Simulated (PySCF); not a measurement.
C7H12SSi.
Numbering: `[CH3:1][CH2:2][CH2:3][SiH2:4][c:5]1[cH:6][cH:7][cH:8][s:9]1`

NICS is the negative of the GIAO shielding at a point without a nucleus: at the ring centre (0) and 1 Å above and below it (1); zz is the component along the ring normal. Level: GIAO PBE0/pcSseg-1 (PySCF, non-relativistic, gas phase) on the GFN2-xTB geometry, one conformer.

Ring bond lengths (Å), with Mayer bond orders in brackets: C5–C6 1.364 (1.60), C6–C7 1.411 (1.28), C7–C8 1.357 (1.58), C8–S9 1.717 (1.19), S9–C5 1.736 (1.15).

Q: What do the NICS probes read (ppm)?

A: 
```
          ring                                               type  NICS(0)  NICS(1), two faces  NICS(1)zz, two faces  rms pucker (Å)  centre to ring atoms, mean (Å)
C5–C6–C7–C8–S9  5-membered ring with S; formal bonds all aromatic    -12.4       -11.6 / -11.8         -27.9 / -28.0            0.00                            1.29
```

Q: What can be read from them?

A: 
- C5–C6–C7–C8–S9: mean NICS(1)zz -27.9 ppm, shielded. For a flat ring without four-coordinate atoms the NICS criterion counts such a value as aromatic.

Q: What does the geometric index give? HOMA takes Krygowski's 1993 parameters.

A: 
- C5–C6–C7–C8–S9: HOMA 0.80; the largest term is that of S9–C5, α(R − Ropt)² = 0.33. The geometric and the magnetic index point the same way.

Q: What is the mean of the two in-plane components of NICS at the first NICS(1) probe listed for ring C5–C6–C7–C8–S9, 1 Å off the ring?

A: The isotropic value is a third of the trace: (3 × -11.6 − (-27.9))/2 = -3.4 ppm.

Conformer computed: `[CH3:1][CH2:2][CH2:3][SiH2:4][c:5]1[cH:6][cH:7][cH:8][s:9]1`: C1–C2–C3–Si4 -62°, C2–C3–Si4–C5 -166°, C3–Si4–C5–C6 -133°.
